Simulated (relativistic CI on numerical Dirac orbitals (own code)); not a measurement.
Spin-allowed bands of a d8 ion in a tetrahedral site, by hand

Problem. Take Δ = 3250 cm⁻¹ and B = 830 cm⁻¹ for a d8 ion in a tetrahedral site. Calculate the three spin-allowed bands.

Working.
1. The terms of highest spin are 3F (energy 0) and 3P (15B = 12450 cm⁻¹). Here the F term splits into A2 at +1.2Δ = 3900, T2 at +0.2Δ = 650 and T1 at −0.6Δ = -1950 cm⁻¹.
2. The two T1 states mix through the element 0.4Δ: H = [[-1950, 1300], [1300, 12450]], with roots ½(H₁₁ + H₂₂) ∓ ½√[(H₂₂ − H₁₁)² + 4H₁₂²] = ½(10500) ∓ ½(14633) = -2066 and 12566 cm⁻¹.
3. The ground term is 3T1 at -2066 cm⁻¹.
4. Bands: 3T2 2716 cm⁻¹ (3681 nm), 3A2 5966 cm⁻¹ (1676 nm), 3T1(P) 14633 cm⁻¹ (683 nm).

Check. Exact diagonalisation of the whole d8 shell with these parameters gives 3T2 2716, 3A2 5966, 3T1 14633 cm⁻¹. The match is exact, since without spin-orbit coupling no other term has this spin. The ratio of the second band to the first, 2.196, depends on Δ/B = 3.9 alone, which is how a Tanabe-Sugano diagram is read.
